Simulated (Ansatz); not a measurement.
Reactions of CH5ClFGeN (`[CH3][Ge]([NH2])([F])[Cl]`).

Gas-phase electronic energies from Ansatz, PBE0-D4/def2-TZVP geometries. CCSD(T)/CBS adds triple-zeta CCSD(T) − MP2 to the extrapolated MP2 energy (def2 sets, frozen cores). This one scheme is used for every species. Functionals use def2-TZVPP. Triplets are unrestricted, without spin–orbit coupling. For Ge outer-core shells are correlated without core-valence functions, which leaves a few kJ/mol of doubt a bond. Scalar relativity is left out up to krypton. One conformer a species, not always the lowest.

```
                                                               reaction  HF/CBS(def2) (kJ/mol)  LDA (SPW92) (kJ/mol)  MP2/CBS(def2) (kJ/mol)
        `[CH3][Ge]([NH2])([F])[Cl]` + H₂ → `[CH3][GeH]([NH2])[F]` + HCl                     57                    59                      72
 `[CH3][Ge]([NH2])([F])[Cl]` + HCl → `[CH3][Ge]([NH2])([Cl])[Cl]` + H–F                     11                     1                     -10
`[CH3][Ge]([NH2])([F])[Cl]` → `[CH2]` (triplet) + `[NH2][GeH]([F])[Cl]`                    332                   551                     501
          `[CH3][Ge]([NH2])([F])[Cl]` → fluoromethane + `[NH2][Ge][Cl]`                    193                   209                     222
```

(1) Give the CCSD(T)/CBS values in the same order. (An estimate is asked.)

Largest T1 diagnostic: 0.013, for `[NH2][Ge][Cl]`.

## Answers

(1) Ansatz gave: 64, -3, 486, 205 kJ/mol.
